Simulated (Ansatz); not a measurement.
`O[SiH2][SiH](O)F`, relaxed with RKS PBE0-D4/def2-TZVP in Ansatz 0.2.0 from a PBE-D4/def2-SVP geometry. The force threshold is 0.005 eV/Å; the program also tests the step.

Total charge 0; spin multiplicity 1.

Start:

```xyz
10

O    -0.507   -1.596   -0.008
Si   -0.917   -0.091   -0.703
Si    0.828    1.077    0.365
O     1.247   -0.011    1.558
F     2.054    1.300   -0.706
H    -1.012   -2.378   -0.293
H    -2.314    0.334   -0.315
H    -0.861   -0.145   -2.209
H     0.573    2.413    0.990
H     0.909   -0.904    1.322
```

**Question.** How much energy does the relaxation release, and in how many steps? (An estimate is asked.)

**Answer.** Ansatz gave: 2.62 kcal/mol, in 9 steps, 1 of them rejected.

**Question.** Which bonds change most? (Estimate.)

**Answer.** Computed: O1–Si2 from 1.708 to 1.663 Å; Si3–F5 from 1.643 to 1.602 Å; Si3–O4 from 1.668 to 1.635 Å; O4–H10 from 0.983 to 0.962 Å.

**Question.** Give the relaxed structure. (Estimate.)

**Answer.** Computed: 
```xyz
10

O    -0.609   -1.662   -0.112
Si   -0.909   -0.135   -0.699
Si    0.825    1.046    0.365
O     1.308    0.096    1.605
F     2.016    1.272   -0.681
H    -1.160   -2.387   -0.411
H    -2.266    0.338   -0.298
H    -0.852   -0.105   -2.187
H     0.513    2.381    0.922
H     1.134   -0.844    1.497
```
